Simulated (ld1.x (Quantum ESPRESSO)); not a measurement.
Scattering properties, PAW potential for Rb

ld1.x (Quantum ESPRESSO) 7.5 input, shortened:

```
&input
   title='Rb', zed=37., rel=2, dft='PBESOL', iswitch=3,
   config='[Kr] 4d0 5s0.75 5p0', rel_dist='average'
 /
 &inputp
   pseudotype=3, lpaw=.true., tm=.true., lloc=-1, rcloc=2.50,
   nlcc=.true., new_core_ps=.true.,
   which_augfun='PSQ', rmatch_augfun_nc=.true.
 /
6
4S  1  0   2.00   0.00  1.90  2.40  0.0
5S  2  0   0.75   0.00  1.90  2.40  0.0
4P  2  1   6.00   0.00  2.30  2.50  0.0
5P  3  1   0.00   0.00  2.30  2.50  0.0
4D  3  2   0.00   0.00  3.65  4.40  0.0
4D  3  2   0.00   0.55  3.65  4.40  0.0
 &test
   configts(1)='4s2 4p6 4d0 5s0.75 5p0'
 /
```

Open shells are filled in proportion to 2j + 1 (rel_dist='average').

The phase is arctan(r·u′/u) with u = r·R(r), unwrapped; energies in Ry, scanned from -4 to 5 Ry. A pole is an energy at which the radial function vanishes at the test radius. The pseudo phase is shifted by a multiple of π to meet the all-electron one at the reference energy, and phase errors are pseudo minus all-electron; the curves can meet again beyond the range given. Levels narrower than the energy grid can be missing from the lists of poles.

Task: For each channel, where are the poles, and over which energies does the pseudopotential scatter like the atom?

Result:

```json
{"channel": "s", "radius (bohr)": "4.75", "reference energy (Ry)": "-0.23", "poles, all-electron": "0.30, 2.80", "poles, pseudo": "0.30, 2.85", "unbroken range about the reference energy with phases within 0.05 rad": "below 1.3", "phase error 1 Ry above the reference energy (rad)": "+0.001"}
{"channel": "p3/2", "radius (bohr)": "4.75", "reference energy (Ry)": "-0.11", "poles, all-electron": "-1.24, 0.79, 3.42", "poles, pseudo": "-1.24, 0.78, 2.82", "unbroken range about the reference energy with phases within 0.05 rad": "below 1.5", "phase error 1 Ry above the reference energy (rad)": "-0.003"}
{"channel": "d3/2", "radius (bohr)": "4.75", "reference energy (Ry)": "-0.05", "poles, all-electron": "0.21, 1.82, 4.58", "poles, pseudo": "0.38", "unbroken range about the reference energy with phases within 0.05 rad": "-0.1 to 0.0", "phase error 1 Ry above the reference energy (rad)": "+1.557"}
{"channel": "d5/2", "radius (bohr)": "4.75", "reference energy (Ry)": "-0.05", "poles, all-electron": "0.22, 1.83, 4.59", "poles, pseudo": "0.37", "unbroken range about the reference energy with phases within 0.05 rad": "-0.1 to 0.0", "phase error 1 Ry above the reference energy (rad)": "+1.513"}
```

The ghost test of this file was not conclusive.

Phases in the d3/2 channel:

```tsv
E (Ry)	all-electron	pseudo
-4.00	1.465	1.469
-3.76	1.461	1.467
-3.52	1.458	1.464
-3.28	1.454	1.461
-3.04	1.449	1.458
-2.80	1.444	1.454
-2.56	1.438	1.451
-2.32	1.431	1.447
-2.08	1.423	1.443
-1.84	1.413	1.439
-1.60	1.401	1.436
-1.36	1.386	1.433
-1.12	1.366	1.432
-0.88	1.338	1.436
-0.64	1.293	1.448
-0.40	1.204	1.476
-0.16	0.873	1.318
0.08	-1.257	-0.506
0.32	-1.690	-1.317
0.56	-1.936	-1.935
0.80	-2.747	-2.173
1.04	-4.218	-2.433
1.28	-4.524	-2.853
1.52	-4.635	-3.430
1.76	-4.700	-3.896
2.00	-4.750	-4.166
2.24	-4.801	-4.321
2.48	-4.870	-4.416
2.72	-5.003	-4.480
2.96	-5.518	-4.526
3.20	-7.219	-4.560
3.44	-7.607	-4.586
3.68	-7.719	-4.607
3.92	-7.774	-4.625
4.16	-7.810	-4.639
4.40	-7.837	-4.652
4.64	-7.859	-4.662
4.88	-7.881	-4.672
```
